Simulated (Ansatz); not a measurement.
Basis sets compared for the cluster Cu8Te4. Total charge 0; singlet. Geometry PBE-D4/def2-SVP. Ansatz on 2 threads of AMD EPYC 7R13 on a shared host and a share (18 GiB) of an NVIDIA H100 80GB HBM3; times are rough, and most runs start from earlier orbitals.

Cartesian coordinates in Å:
```
Cu 0.061 -1.803 -0.374
Cu 2.048 1.347 0.064
Cu 1.553 -0.320 -1.519
Cu -0.441 1.397 0.063
Cu -0.819 0.065 -2.016
Cu -2.118 -0.445 0.234
Cu 0.861 0.880 2.121
Cu -0.400 -1.088 1.864
Te -1.723 1.100 2.318
Te 0.831 2.104 -2.105
Te -2.061 -2.102 -1.667
Te 2.208 -1.134 1.017
```

In the def2 sets Te takes a core potential; there is no spin–orbit coupling. Single mean-field runs in def2-TZVP are fitted with def2-universal-jkfit. Another isomer (singlet) lies 0.39 eV lower at PBE0-D4/def2-TZVP; other spin states weren't run for this one.

Binding counts from free atoms (Cu doublet, Te triplet) in the same basis, without a counterpoise term.

| level | functions | energy (Eh) | HOMO (eV) | LUMO (eV) | binding per atom (eV) | wall time |
| --- | --- | --- | --- | --- | --- | --- |
| PBE-D4/def2-SVP | 352 | -14193.1219 | -4.97 | -3.28 | 3.33 | 5.5 s |
| PBE0-D4/def2-SVP | 352 | -14193.1839 | -6.06 | -2.62 | 3.01 | 7.5 s |

Estimate the rows for PBE-D4/def2-TZVP (with forces), PBE0-D4/def2-TZVP.


```tsv
level	functions	energy (Eh)	HOMO (eV)	LUMO (eV)	binding per atom (eV)	wall time
PBE-D4/def2-TZVP (with forces)	560	-14195.1163	-5.16	-3.48	2.88	7.5 s
PBE0-D4/def2-TZVP	560	-14195.1066	-6.19	-2.80	2.66	9 s
```
